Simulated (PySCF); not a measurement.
Be(Et) (C2H5Be), SMILES [Be+][CH2]C, charge +1.

Coordinates come from a B3LYP-D3(BJ)/def2-TZVP optimisation. The spin state was assumed, not searched. The isomer is the one that the SMILES or the coordinates give; other isomers of the formula were not compared.

The numbers are results of PBE/def2-TZVPD in PySCF, not measurements.

The molecule is in vacuum.

The total energy comes out as -93.49222 hartree and the point group comes out as Cs. The highest occupied level is -12.72 eV. The lowest empty level comes out as -10.47 eV. The orbital gap comes out as 2.25 eV and the dipole moment about the centre of nuclear charge is 7.21 D. The mean static polarisability is 48.3 bohr³ (7.16 Å³) and the polarisability, principal values comes out as 33.7, 37.2, 74.1 bohr³.
